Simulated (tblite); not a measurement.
C₅H₁₅NOSi₂.
Geometry (GFN2-xTB, Å), atoms numbered from 1 in this order:
```
atom  x, y, z in Å
C1     2.6847   -1.4962    0.6655
N2     2.1496   -0.5783   -0.3110
Si3    0.4734   -0.1669   -0.3535
C4    -0.7094   -1.6180   -0.0092
Si5   -2.5610   -1.2018    0.0114
C6     0.0899    1.4160    0.6335
C7    -0.7607    2.1721   -0.3830
C8    -0.2136    1.8385   -1.7702
O9     0.1648    0.4882   -1.8265
H10    3.7646   -1.3684    0.7481
H11    2.2339   -1.2776    1.6306
H12    2.4759   -2.5436    0.4198
H13    2.6142   -0.6656   -1.2028
H14   -0.5323   -2.3798   -0.7684
H15   -0.4292   -2.0717    0.9400
H16   -2.8635   -0.2920    1.1236
H17   -3.3278   -2.4380    0.2068
H18   -2.9769   -0.5841   -1.2491
H19    1.0010    1.9720    0.8517
H20   -0.4490    1.2870    1.5679
H21   -0.7601    3.2509   -0.2221
H22   -1.7894    1.8129   -0.3228
H23   -0.9596    2.0125   -2.5512
H24    0.6686    2.4518   -1.9880
```

Level: GFN2-xTB in tblite, geometry and Hessian alike; calculated harmonic values, unscaled, isolated species. The method is semi-empirical: single wavenumbers can be off by several per cent or more. Modes of hydrogen on silicon can be 10 to 20 % off. One conformer, not necessarily the lowest.

Harmonic wavenumbers (cm⁻¹): 46.3, 53.7, 85.4, 99.6, 128.3, 141.8, 147.7, 167.8, 213.6, 220.6, 274.2, 293.0, 418.1, 487.8, 495.6, 519.0, 561.0, 653.5, 684.8, 732.3, 758.7, 780.8, 793.2, 802.1, 805.8, 843.3, 848.5, 886.5, 945.1, 988.8, 1014.9, 1057.2, 1061.5, 1112.6, 1115.4, 1141.1, 1152.6, 1158.1, 1169.3, 1228.5, 1263.7, 1320.6, 1332.6, 1349.2, 1420.1, 1455.5, 1475.4, 1486.3, 1494.3, 1495.5, 1503.8, 2215.2, 2225.8, 2256.2, 2901.7, 2901.8, 2942.5, 2974.6, 2979.1, 2984.4, 2986.3, 2995.4, 2998.2, 3027.0, 3030.5, 3439.6.

A = 1273, B = 999.8, C = 687.2 MHz; mass 161.069 u (most abundant isotopes); point group C1, symmetry number 1.

Question: What is the zero-point energy?

Answer: ½Σν̃ = 42272 cm⁻¹ = 120.86 kcal/mol.

Question: Entropy at 298.15 K, 1 bar (ideal gas, RRHO, classical rotation)?

Answer: Translation 41.17, rotation 30.29, vibration 41.71: S = 113.2 cal/(mol K).

Question: And Cp and H(298.15 K) − H(0)?

Answer: Cp = 48.99 cal/(mol K), of which vibrations give 41.04 (their classical limit is 66 R = 131.2); H(298.15 K) − H(0) = 8.78 kcal/mol without the zero-point energy, 6.41 from vibrations.

Question: What must be added to the electronic energy to get the Gibbs energy at 298.15 K and 1 bar?

Answer: ZPE + [H(298.15 K) − H(0)] − T·S = 120.86 + 8.78 − 33.74 = 95.90 kcal/mol.

Question: Blend soft modes into free rotors: weight 1/[1 + (100 cm⁻¹/ν̃)⁴] for the oscillator and the rest for a rotor with moment μB/(μ + B), μ = h/(8π²ν), B = 10⁻⁴⁴ kg m². What vibrational entropy results?

Answer: 38.33 cal/(mol K) in place of 41.71, which changes −T·S at 298.15 K by +1.01 kcal/mol.

Question: Which modes carry the vibrational entropy at 298.15 K?

Answer: 46.3 cm⁻¹: 4.97; 53.7 cm⁻¹: 4.68; 85.4 cm⁻¹: 3.76; 99.6 cm⁻¹: 3.46; 128.3 cm⁻¹: 2.97; 141.8 cm⁻¹: 2.78 cal/(mol K); the other 60 give 19.09 together.

Hindered rotation and anharmonicity are outside this model. Other conformers, if any are populated, would add a mixing term that is left out. The structure is chiral; the term R ln 2 for an equal mix with its mirror image is left out.
